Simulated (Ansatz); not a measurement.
CH$_{7}$BClNSi (`[SiH3]NCBCl`) at its PBE0-D4/def2-TZVP geometry, where that method's forces vanish. Total charge 0; spin multiplicity 1.

| atom | x (Å) | y (Å) | z (Å) |
| --- | --- | --- | --- |
| Si1 | 1.074 | -0.610 | -1.256 |
| N2 | 0.480 | -0.795 | 0.350 |
| C3 | -0.747 | -0.148 | 0.784 |
| B4 | -0.716 | 1.410 | 0.760 |
| Cl5 | -2.222 | 2.290 | 0.880 |
| H6 | 1.098 | 0.844 | -1.564 |
| H7 | 2.438 | -1.195 | -1.314 |
| H8 | 0.242 | -1.264 | -2.313 |
| H9 | 0.624 | -1.698 | 0.776 |
| H10 | -0.901 | -0.348 | 1.860 |
| H11 | -1.658 | -0.538 | 0.304 |
| H12 | 0.287 | 2.052 | 0.733 |

(1) For each bond, give half the difference of the two atoms' forces along it (eV/Å; positive pushes the atoms apart) under PBE-D4, r2SCAN-D4, B3LYP-D4, ωB97M-V in def2-TZVPP. (Best estimate.)

## Answers

(1) Computed: 
```
  bond  length (Å)  PBE-D4  r2SCAN-D4  B3LYP-D4  ωB97M-V
Si1–N2       1.722    0.10      -0.03      0.06     0.06
Si1–H6       1.487    0.06      -0.02     -0.08    -0.11
Si1–H7       1.485    0.05      -0.03     -0.10    -0.13
Si1–H8       1.496    0.04      -0.02     -0.07    -0.12
 N2–C3       1.453    0.06       0.22      0.27     0.27
 N2–H9       1.009    0.20      -0.02     -0.07    -0.09
 C3–B4       1.559   -0.09      -0.05     -0.02     0.02
C3–H10       1.105    0.14      -0.02     -0.11    -0.12
C3–H11       1.101    0.13      -0.03     -0.08    -0.13
B4–Cl5       1.748    0.12       0.11      0.20     0.12
B4–H12       1.191    0.07      -0.06     -0.19    -0.19
```

B3LYP here is the variant with VWN-RPA as its local correlation; programs differ in this.
